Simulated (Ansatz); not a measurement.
Computed with Ansatz.

Basis-set series for C5HClF6O2Zn, SMILES `FC(F)(F)C1=CC(C(F)(F)F)=[O+][Zn-]([Cl])[O]1`. The species carries charge 0 and has multiplicity 1. The structure was optimised at the PBE0-D4/def2-TZVP level.

```
functional       basis  functions  energy (Eh)  HOMO (eV)  LUMO (eV)
   PBE0-D4    def2-SVP        236  -3177.92494      -8.35      -3.24
   PBE0-D4  def2-TZVPP        523  -3179.44281      -8.61      -3.40
   ωB97M-V    def2-SVP        236  -3178.89515     -10.50      -1.06
   ωB97M-V  def2-TZVPP        523  -3180.43285     -10.73      -1.28
```

Q: Give the rows for def2-QZVPP. (Estimate.)

A: The calculation gave: 
```tsv
functional	basis	functions	energy (Eh)	HOMO (eV)	LUMO (eV)
PBE0-D4	def2-QZVPP	941	-3179.54910	-8.63	-3.44
ωB97M-V	def2-QZVPP	941	-3180.53347	-10.75	-1.33
```

Scalar relativity is left out up to krypton.
